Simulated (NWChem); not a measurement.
Molecule: CH₂ClF; SMILES FCCl

```xyz
5

F      0.3892     1.5058     0.0000
C     -0.5715     0.5650     0.0000
Cl     0.1312    -1.0629     0.0000
H     -1.1851     0.6598     0.9078
H     -1.1851     0.6598    -0.9078
```
Atoms are numbered in this order, from 1.

Results from NWChem. Pople sets run with spherical d functions. All runs use the structure optimised with PBE0/def2-SVP. B3LYP is NWChem's, with the RPA form of VWN correlation. Atomic charges in e: unrestrained fits to the electrostatic potential beside Mulliken populations; buried atoms are poorly determined by the fit.

For level B3LYP/def2-SVP:

```yaml
Mulliken F1: -0.22
Mulliken C2: 0.28
```

Problem. Estimate the same quantities for level Hartree-Fock/6-31G*.

Solution. 
* **Mulliken F1**: -0.40
* **Mulliken C2**: 0.07
